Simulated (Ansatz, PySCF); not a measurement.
Lewis adduct: BH3 (SMILES B) (first 4 atoms) with CHN (SMILES C#N); geometry from B3LYP-D3(BJ)/def2-TZVP, rigid monomers moved along the line of their centres of mass till B1···N6 is 2.78 Å.
(charge 0, multiplicity 1):
```xyz
7

B     -0.0969     0.0482     0.7696
H      0.6659     0.9271     0.4507
H      0.2039    -1.0311     0.3220
H     -1.2557     0.3333     0.5912
C      0.2944    -0.2993     4.6515
N      0.1805    -0.1981     3.5209
H      0.4009    -0.3939     5.7076
```

Interaction energies are E(AB) − E(A) − E(B) at the monomers' geometry in the complex; basis-set methods are counterpoise corrected. Rows marked so take none.

Correlated levels freeze the cores. Rows in 6-31G* carry no dispersion term and start afresh at each structure (6-31G* with six Cartesian d functions).

Codes used: Ansatz (a first-principles code) with Gaussian orbitals; PySCF for 6-31G* rows. 

Question: What is the computed interaction energy (M06-2X/6-31G* (no counterpoise))?

Answer: -347 meV

Question: What interaction energy does MP2/aug-cc-pVDZ give?

Answer: -307 meV

Question: Estimate the interaction energy that B3LYP/6-31G* (no counterpoise) returns for this input.

Answer: -310 meV
